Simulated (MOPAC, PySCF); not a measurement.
CH$_{4}$Si, SMILES `C=[SiH2]`, neutral singlet in the gas phase. 

Cartesian coordinates (Å):
```xyz
6

C     -0.8933     0.0097     0.2315
Si     0.7509    -0.0081    -0.1946
H     -1.5792     0.7582    -0.1476
H     -1.3239    -0.7268     0.8998
H      1.6960    -1.0236     0.3158
H      1.3496     0.9907    -1.1049
```
Charge 0, multiplicity 1.

All levels are single points at this geometry (PBE0-D3(BJ)/def2-TZVP); Pople sets use spherical d functions. Orbital energies aren't observables, and empty levels follow the basis.

ωB97X-D3(BJ)/def2-TZVP in PySCF gives dipole (D) = 0.92.

### Question
Estimate the dipole (D) from each of these levels: PBE0-D3(BJ)/def2-TZVP in PySCF; B3LYP/6-311+G** in PySCF; B3LYP/LANL2DZ in PySCF; HF/3-21G in PySCF; PM3 in MOPAC.

### Answer

| level | dipole (D) |
|---|---|
| PBE0-D3(BJ)/def2-TZVP in PySCF | 0.75 |
| B3LYP/6-311+G** in PySCF | 0.77 |
| B3LYP/LANL2DZ in PySCF | 0.47 |
| HF/3-21G in PySCF | 0.42 |
| PM3 in MOPAC | 0.01 |
